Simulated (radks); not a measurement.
Results of a calculation; reference values are marked as such.
Dynamic dipole polarisability and lines of the zinc ion Zn2+, [Ar] 3d10. Level of theory: non-relativistic Kohn-Sham, exchange-only LDA, spin-polarised, spherical densities, point nucleus (a radial shooting solver on a logarithmic mesh with Libxc functionals). Time-dependent linear response with the Hartree and adiabatic exchange-only LDA kernel, continuum included through the Sternheimer equations. Lines are the poles of the dipole polarisability below minus the highest occupied eigenvalue, found on a grid refined at the orbital gaps; the lowest seven at most are given, and weak or close lines can be missed. The first line takes the name of the lowest orbital gap if no other gap lies below it; otherwise a line is named after a gap within 0.6 % of it, if that gap stands alone.

| photon energy (eV) | alpha (bohr^3) |
|---|---|
| 0 | 3.036 |
| 1.468 | 3.049 |
| 3.425 | 3.113 |
| 5.382 | 3.239 |
| 7.339 | 3.457 |
| 9.296 | 3.833 |
| 11.253 | 4.555 |
| 13.210 | 6.389 |
| 15.167 | 20.55 |
| 17.124 | -5.120 |
| 19.080 | -0.5673 |
| 21.037 | 0.8305 |
| 22.994 | 2.038 |
| 24.951 | 1.744 |

Lines (eV, oscillator strength): 15.739 (78.78 nm, 3d-4p), f = 0.443; 24.019 (51.62 nm, 3d-5p), f = 0.0404. Higher lines, where found, are left out when the end of the mesh affects them. Those listed give 45 % of the static polarisability (sum of f/w^2). Orbital energy gaps for comparison: 3d-4p 15.126 eV; 3d-5p 23.906 eV. At laser wavelengths: 1550 nm 3.040, 1064 nm 3.044, 780 nm 3.052, 532 nm 3.071, 355 nm 3.116, 266 nm 3.184, 193 nm 3.341 bohr^3.
